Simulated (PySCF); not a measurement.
Si(F)3(NCO) (CF3NOSi), SMILES O=C=N[Si](F)(F)F.

Geometry optimised at r2SCAN-D4/def2-SVP. The values are those of a single conformer.

Calculation: PySCF with PBE0/def2-TZVP.

Isolated molecule, no solvent.

Problem. Estimate the frontier levels, gap, dipole moment and polarisability. (The exact figures need the calculation; the answer reports its results.)

Solution. 
| Quantity | Value |
|---|---|
| highest occupied level | -9.94 eV |
| lowest empty level | -0.14 eV |
| orbital gap | 9.80 eV |
| dipole moment | 0.32 D |
| quadrupole, principal values (traceless, Buckingham form, about the centre of nuclear charge) | -4.84, 2.42, 2.42 D·Å |
| mean static polarisability | 39.2 bohr³ (5.80 Å³) |
| polarisability, principal values | 29.2, 29.2, 59.2 bohr³ |
